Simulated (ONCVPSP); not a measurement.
An all-electron radial function and its pseudo partner (Be)

Columns: radius, all-electron u(r) and pseudo u(r) of the 1s shell (level -106.21 eV) of beryllium in the configuration 1s2 2s2; PBE, scalar-relativistic, ONCV scheme, ONCVPSP 4.0.1.

```tsv
r (bohr)	all-electron	pseudo
0.050	0.6014	0.3447
0.100	0.9861	0.6668
0.150	1.2163	0.9465
0.200	1.3378	1.1688
0.250	1.3832	1.3249
0.300	1.3759	1.4122
0.350	1.3340	1.4365
0.400	1.2694	1.4061
0.450	1.1915	1.3352
0.500	1.1064	1.2365
0.550	1.0188	1.1237
0.600	0.9317	1.0074
0.650	0.8474	0.8957
0.700	0.7671	0.7938
0.750	0.6917	0.7038
0.800	0.6215	0.6256
0.850	0.5568	0.5576
0.900	0.4976	0.4976
0.950	0.4435	0.4434
1.000	0.3945	0.3944
1.050	0.3502	0.3502
1.100	0.3105	0.3105
1.150	0.2750	0.2750
1.200	0.2434	0.2434
1.250	0.2153	0.2152
1.300	0.1902	0.1902
```

(1) How many radial nodes do the two functions have?

(2) At about which radius was the pseudo-wave matched?

(3) Is the pseudo-wave norm-conserving?

Results:

(1) The all-electron 1s function has n − l − 1 = 0; the pseudo-wave has 0.

(2) 0.95 bohr, where the columns begin to agree (steps of 0.05 bohr).

(3) Yes: the ONCV scheme keeps the norm inside the radius equal to the all-electron one, which fixes the energy derivative of the logarithmic derivative at the level.
